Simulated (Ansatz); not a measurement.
Gas-phase electronic energies from Ansatz, PBE0-D4/def2-TZVP geometries. CCSD(T)/CBS is the MP2 limit (def2-TZVPP, def2-QZVPP) plus CCSD(T) − MP2 in def2-TZVPP, frozen cores. Functionals use def2-TZVPP. B3LYP here is the variant with VWN-RPA as its local correlation; programs differ in this.

`F[C@@H]1BC[Si@H]1F` → `B[SiH]1[C@@H](F)[C@@H]1F`  (isomerisation)

`F[C@@H]1BC[Si@H]1F`:

Cartesian coordinates in Å:
```
F -0.124 -0.394 -2.507
C -0.030 0.121 -1.244
B 1.159 -0.121 -0.280
C 0.539 0.277 1.119
Si -1.039 -0.319 0.314
F -2.355 0.558 0.544
H -0.257 1.204 -1.259
H 2.127 -0.790 -0.479
H 0.952 -0.161 2.023
H 0.439 1.361 1.254
H -1.411 -1.735 0.514
```

`B[SiH]1[C@@H](F)[C@@H]1F`:

```xyz
11

B    -2.024    0.607    0.165
Si   -0.483   -0.247   -0.694
C     1.282    0.370   -0.281
F     1.593    1.557    0.315
C     0.880   -0.763    0.563
F     1.604   -1.916    0.499
H    -1.853    1.107    1.236
H    -3.109    0.644   -0.328
H    -0.480   -0.969   -1.986
H     1.983    0.114   -1.074
H     0.608   -0.504    1.584
```

(1) Is it downhill or uphill in electronic energy at CCSD(T)/CBS, and by how much? (Estimate.)

(2) What do these levels give: ωB97M-V, B2PLYP, r2SCAN, B3LYP, MP2/def2-TZVPP, HF/CBS(def2)? (Estimate.)

Largest T1 diagnostic among the species: 0.016.

Results:

(1) Computed: Uphill: ΔE = +90.7 kcal/mol.

(2) Ansatz gave: ωB97M-V 90.7, B2PLYP 88.6, r2SCAN 86.8, B3LYP 85.2, MP2/def2-TZVPP 93.7, HF/CBS(def2) 92.9 kcal/mol.

From PBE to PBE0 (25 % exact exchange), in def2-TZVPP and without D4, ΔE moves by +5.3 kcal/mol.
